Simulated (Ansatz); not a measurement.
Steps of a relaxation of H₄O₄SW, SMILES `[OH][W]([OH])([OH])([OH])=[S]` with RKS PBE-D4/def2-SVP.

```sh
$ ansatz run in.yaml --threads 2 --pin off --events-out ev --progress --plain --max-ram 32768MiB --backend cpu
```

```yaml
crystal:
  periodic: [false, false, false]
  atoms:
    - {symbol: O, position_ang: [-1.026900, -0.539400, -1.140400]}
    - {symbol: W, position_ang: [0.378400, 0.466400, 0.286800]}
    - {symbol: O, position_ang: [0.557600, -1.886600, 0.790800]}
    - {symbol: O, position_ang: [-1.203300, -0.207000, 1.643800]}
    - {symbol: O, position_ang: [1.168300, 1.401800, -1.385800]}
    - {symbol: S, position_ang: [-1.393000, 1.964500, -0.436000]}
    - {symbol: H, position_ang: [-0.924000, -0.891200, -2.045700]}
    - {symbol: H, position_ang: [1.608100, -1.868800, 0.941200]}
    - {symbol: H, position_ang: [-1.232800, -0.075700, 2.671900]}
    - {symbol: H, position_ang: [2.150800, 1.584800, -1.323700]}
basis:
  gaussian: {orbitals: def2-SVP}
hamiltonian: {xc: pbe, dispersion: d4}
relax: {f_tol: 0.03, max_steps: 200}
```

Positions (Å) and forces (eV/Å) along the path, 15 of 49 steps:

```xyz
10
step=1 energy=-20889.4851 eV
O    -1.027   -0.539   -1.140    0.294    0.943    1.744
W     0.378    0.466    0.287   -8.265   -2.782   -3.734
O     0.558   -1.887    0.791    3.588    3.437   -0.473
O    -1.203   -0.207    1.644    2.010    2.272    1.170
O     1.168    1.402   -1.386    1.514   -0.911    2.780
S    -1.393    1.964   -0.436    2.288   -1.751    1.616
H    -0.924   -0.891   -2.046    1.177   -0.099   -0.056
H     1.608   -1.869    0.941   -2.408   -0.393   -0.486
H    -1.233   -0.076    2.672    0.364   -0.442   -2.218
H     2.151    1.585   -1.324   -0.562   -0.274   -0.345
10
step=2 energy=-20892.2772 eV
O    -1.042   -0.535   -1.127    0.615    0.007    0.694
W     0.214    0.398    0.207   -6.614   -2.192   -3.363
O     0.598   -1.794    0.768    2.164    2.765   -0.589
O    -1.172   -0.157    1.647    1.891    1.637    0.702
O     1.186    1.376   -1.325    1.214   -1.166    2.502
S    -1.353    1.933   -0.398    1.232   -0.422    1.569
H    -0.889   -0.889   -2.033    0.960   -0.065    0.585
H     1.603   -1.878    0.935   -1.392   -0.004   -0.459
H    -1.219   -0.081    2.652    0.249   -0.255   -1.484
H     2.157    1.576   -1.323   -0.318   -0.306   -0.156
10
step=5 energy=-20896.7271 eV
O    -1.115   -0.726   -1.220   -0.529   -0.036    0.217
W    -0.175    0.307    0.026   -0.924   -0.380   -0.796
O     0.784   -1.385    0.613    1.329    0.687   -0.125
O    -1.075   -0.036    1.631   -0.292   -0.030    0.319
O     1.227    1.059   -1.012    0.923   -0.532    0.424
S    -1.352    2.156   -0.198    0.230    0.188    0.086
H    -0.841   -0.965   -2.118    0.254    0.076   -0.159
H     1.646   -1.792    0.871   -0.571    0.363   -0.256
H    -1.145   -0.080    2.593    0.177   -0.022    0.025
H     2.128    1.409   -1.184   -0.598   -0.312    0.265
10
step=7 energy=-20897.2500 eV
O    -1.283   -0.762   -1.266   -0.042    0.133    0.071
W    -0.286    0.250   -0.015    0.034   -0.019   -0.093
O     0.933   -1.154    0.552    0.060   -0.550    0.488
O    -1.150   -0.075    1.618   -0.506   -0.143    0.052
O     1.257    0.829   -0.910    0.319   -0.027   -0.631
S    -1.194    2.238   -0.201    0.044    0.141    0.054
H    -0.915   -0.953   -2.150    0.014    0.048    0.056
H     1.761   -1.565    0.849    0.027    0.260   -0.063
H    -1.133   -0.151    2.583    0.228   -0.008   -0.090
H     2.092    1.292   -1.055   -0.178    0.166    0.155
10
step=9 energy=-20897.6231 eV
O    -1.380   -0.718   -1.293    0.244    0.167    0.045
W    -0.302    0.202   -0.027    0.178    0.187   -0.210
O     0.962   -1.060    0.725    0.244   -0.536    0.938
O    -1.288   -0.168    1.536   -0.362   -0.124    0.374
O     1.245    0.646   -1.035    0.098   -0.346   -0.619
S    -0.943    2.296   -0.076    0.077   -0.018    0.147
H    -1.006   -0.879   -2.183   -0.070    0.055    0.043
H     1.893   -1.223    0.990   -0.389    0.411   -0.363
H    -1.131   -0.344    2.486    0.119   -0.048   -0.427
H     2.033    1.198   -1.120   -0.139    0.251    0.072
10
step=10 energy=-20897.8626 eV
O    -1.400   -0.698   -1.303    0.279    0.149    0.000
W    -0.306    0.187   -0.021    0.118    0.384   -0.253
O     0.965   -0.995    0.839    0.499   -0.366    1.102
O    -1.347   -0.190    1.510   -0.168   -0.260    0.507
O     1.238    0.532   -1.089    0.110   -0.297   -0.501
S    -0.827    2.314   -0.003    0.166   -0.175    0.081
H    -1.029   -0.834   -2.199   -0.101    0.063    0.055
H     1.936   -1.035    1.012   -0.711    0.330   -0.471
H    -1.141   -0.463    2.431    0.019   -0.003   -0.546
H     1.994    1.131   -1.174   -0.210    0.176    0.025
10
step=14 energy=-20898.5572 eV
O    -1.340   -0.635   -1.245    0.157    0.124   -0.204
W    -0.242    0.220    0.064   -0.825   -0.227   -0.151
O     1.018   -0.535    1.338    0.538    0.109   -0.131
O    -1.467   -0.371    1.395    0.412   -0.023    0.520
O     1.287    0.041   -1.123    0.315    0.557   -0.069
S    -0.420    2.378    0.057    0.031   -0.187    0.024
H    -1.116   -0.593   -2.196   -0.042    0.048    0.125
H     1.892   -0.565    0.879   -0.290   -0.095    0.353
H    -1.203   -0.911    2.177   -0.187    0.160   -0.421
H     1.674    0.921   -1.343   -0.110   -0.465   -0.047
10
step=18 energy=-20898.6234 eV
O    -1.341   -0.585   -1.254   -0.017   -0.003   -0.005
W    -0.240    0.215    0.086    0.008    0.013    0.013
O     1.043   -0.469    1.389    0.016    0.009   -0.021
O    -1.439   -0.340    1.446    0.003    0.007   -0.003
O     1.306    0.020   -1.081   -0.017   -0.029    0.025
S    -0.442    2.359    0.049    0.000    0.003    0.004
H    -1.123   -0.509   -2.201    0.010   -0.006   -0.016
H     1.936   -0.527    0.995   -0.003   -0.002    0.010
H    -1.248   -1.040    2.097   -0.011   -0.016    0.014
H     1.631    0.825   -1.521    0.012    0.025   -0.023
10
step=22 energy=-20898.6269 eV
O    -1.348   -0.528   -1.236    0.040   -0.002   -0.147
W    -0.228    0.239    0.116   -0.009    0.000    0.021
O     1.073   -0.444    1.392   -0.006    0.005   -0.007
O    -1.443   -0.320    1.460    0.029   -0.128    0.088
O     1.288    0.015   -1.086    0.036    0.052   -0.059
S    -0.411    2.385    0.101   -0.002    0.000    0.006
H    -1.042   -0.580   -2.164   -0.034    0.001    0.145
H     1.965   -0.502    0.997    0.011    0.001   -0.006
H    -1.338   -1.108    2.031   -0.033    0.131   -0.091
H     1.567    0.792   -1.607   -0.032   -0.061    0.050
10
step=26 energy=-20898.6284 eV rejected
O    -1.336   -0.457   -1.216    0.003   -0.018   -0.104
W    -0.203    0.272    0.150    0.095    0.022    0.077
O     1.123   -0.412    1.383   -0.140   -0.035    0.076
O    -1.437   -0.293    1.471   -0.062   -0.036    0.064
O     1.284    0.039   -1.090   -0.036   -0.155    0.042
S    -0.371    2.419    0.175   -0.024   -0.005    0.007
H    -0.952   -0.720   -2.073   -0.004    0.026    0.033
H     2.007   -0.516    0.985    0.126    0.052   -0.087
H    -1.486   -1.161    1.915    0.005    0.044   -0.012
H     1.455    0.778   -1.698    0.038    0.104   -0.096
10
step=32 energy=-20898.6333 eV
O    -1.329   -0.400   -1.225    0.035   -0.003   -0.021
W    -0.193    0.273    0.176   -0.019   -0.003   -0.011
O     1.149   -0.397    1.391    0.003    0.001   -0.005
O    -1.443   -0.306    1.477   -0.001   -0.025    0.017
O     1.280    0.009   -1.081    0.015    0.040   -0.038
S    -0.352    2.419    0.226    0.002    0.002    0.004
H    -0.918   -0.722   -2.048   -0.021    0.005    0.022
H     2.039   -0.430    0.986   -0.006   -0.001    0.005
H    -1.550   -1.195    1.864    0.003    0.024   -0.008
H     1.400    0.698   -1.763   -0.011   -0.040    0.037
10
step=35 energy=-20898.6403 eV
O    -1.295   -0.250   -1.318    0.056    0.011   -0.030
W    -0.208    0.290    0.166   -0.002    0.077    0.030
O     1.118   -0.382    1.395    0.008   -0.025    0.043
O    -1.452   -0.340    1.454   -0.019    0.047   -0.054
O     1.325    0.018   -1.026   -0.039   -0.019    0.035
S    -0.368    2.433    0.281   -0.003   -0.032    0.015
H    -0.923   -0.790   -2.039   -0.050   -0.036   -0.016
H     2.012   -0.425    1.001    0.022    0.014   -0.029
H    -1.460   -1.205    1.901    0.010   -0.049    0.037
H     1.334    0.599   -1.811    0.017    0.012   -0.032
10
step=36 energy=-20898.6390 eV rejected
O    -1.279   -0.206   -1.347    0.202   -0.289   -0.300
W    -0.205    0.303    0.163   -0.017   -0.090   -0.174
O     1.117   -0.393    1.386   -0.081    0.035    0.045
O    -1.467   -0.345    1.425    0.058   -0.051    0.065
O     1.326    0.018   -1.027    0.092    0.114   -0.014
S    -0.362    2.442    0.329    0.011   -0.014   -0.042
H    -0.954   -0.867   -2.003   -0.203    0.387    0.384
H     2.015   -0.404    0.996   -0.028   -0.012   -0.024
H    -1.454   -1.199    1.895   -0.003   -0.003    0.002
H     1.346    0.600   -1.814   -0.031   -0.077    0.059
10
step=38 energy=-20898.6400 eV rejected
O    -1.256   -0.129   -1.387    0.327   -0.827   -0.612
W    -0.204    0.312    0.156   -0.040    0.004   -0.109
O     1.103   -0.376    1.400   -0.043    0.009    0.023
O    -1.463   -0.374    1.405    0.015   -0.125    0.040
O     1.354    0.034   -0.996    0.072    0.108   -0.155
S    -0.373    2.448    0.337    0.004   -0.010    0.003
H    -1.006   -0.892   -1.984   -0.322    0.858    0.678
H     2.002   -0.399    1.013   -0.008    0.000   -0.014
H    -1.408   -1.216    1.896    0.018    0.099   -0.038
H     1.335    0.542   -1.836   -0.022   -0.115    0.183
10
step=49 energy=-20898.6939 eV
O    -1.260   -0.068   -1.486    0.000   -0.016   -0.002
W    -0.190    0.289    0.049    0.002   -0.020    0.005
O     0.992   -0.438    1.414    0.001    0.007   -0.004
O    -1.462   -0.552    1.206    0.004   -0.008    0.002
O     1.450    0.053   -0.968    0.001    0.016   -0.026
S    -0.373    2.415    0.314    0.002    0.006    0.003
H    -1.395   -0.946   -1.891    0.002    0.019    0.009
H     1.931   -0.376    1.147   -0.012    0.000    0.006
H    -1.129   -1.062    1.971   -0.002    0.008   -0.007
H     1.520    0.633   -1.754    0.002   -0.013    0.013
```

Hardware: 2 threads of an AMD EPYC 7R13 on a shared host. Wall time 3.4 min, peak host memory 0.23 GiB.
